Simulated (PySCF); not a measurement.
# Which determinant of LiI lies lowest?

Unrestricted PBE0; basis Li def2-SVP, I def2-SVP with ECP28; scalar-relativistic core potentials; PySCF 2.14. Outer shells of the fragments: Li 2s1; I 4d10 5s2 5p5.

Followed along the bond (rough minima from three points):

| 2Ms+1 | unpaired | ⟨S²⟩ at the start | R at minimum (Å) | Te (eV) |
| --- | --- | --- | --- | --- |
| 1 | none | 0.00 | 2.39 | 0.00 |
| 3 | σ ↑, π ↑ | 2.00 | none in the scan | ≤ 3.77 |

Solutions found at the starting distance of 2.595 Å, counted from the lowest of them; the search is not exhaustive and high or unbound solutions are not listed, so other states can lie among these:

```
2Ms+1  unpaired   term  E (eV)  ⟨S²⟩  ⟨Lz²⟩  μ (D)
    1      none    ¹Σ⁺    0.00  0.00   0.00  -8.17
    3  σ ↑, π ↑     ³Π    3.77  2.00   1.00   3.90
    1  σ ↑, π ↓  mixed    3.79  1.00   1.00   3.99
    3      σ ↑↑    ³Σ⁺    4.35  2.00   0.00   3.67
    3      π ↑↑  mixed    5.24  2.00   2.00   0.97
    3      π ↑↑  mixed    5.38  2.00   2.00   0.99
```

A term symbol is given only where ⟨S²⟩ and ⟨Lz²⟩ are close to those of a pure state; real π, δ and φ orbitals otherwise mix terms. A positive dipole means Li(−)I(+).

The measured ground state is X ¹Σ+ (Huber and Herzberg, Constants of Diatomic Molecules (1979)).

Spin–orbit coupling is left out. Counting both spins, an empty level lies below a filled one in some of these solutions, because spin and occupation are held.
